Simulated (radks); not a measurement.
Ionisation of the tin ion Sn3+, [Kr] 4d10 5s1, to [Kr] 4d10 as the strength of local exchange is varied. All-electron calculation, Dirac Kohn-Sham, Slater X-alpha exchange (alpha = 2/3 is LDA exchange), no correlation, spin-unpolarised, spherical densities, point nucleus. Program: a radial shooting solver on a logarithmic mesh with Libxc functionals.

alpha  E(Sn3+) (hartree)  exchange (hartree)  IE (eV)  -e of the level emptied (eV)  <r> of it (bohr)
0.667        -6167.15644          -154.38775   40.262                35.143 (5s1/2)             2.123
0.738        -6183.61145          -171.25674   41.125                36.009 (5s1/2)             2.101
0.861        -6212.21698          -200.67779   42.633                37.528 (5s1/2)             2.062
0.907        -6222.94721          -211.74500   43.201                38.103 (5s1/2)             2.048
0.945        -6231.82454          -220.91383   43.673                38.580 (5s1/2)             2.037
0.997        -6243.99184          -233.49925   44.321                39.236 (5s1/2)             2.022
1.004        -6245.63145          -235.19685   44.408                39.325 (5s1/2)             2.019
1.015        -6248.20881          -237.86613   44.546                39.464 (5s1/2)             2.016

NIST Atomic Spectra Database: 40.74 eV (measured). The Delta-SCF value meets it near alpha = 0.71. Spin polarisation and multiplet splitting are left out, so open shells lie too high by an amount that depends on their filling.

Beside tabulated values, note that spin-unpolarised runs miss the spin-polarisation part of the exchange energy of open shells.
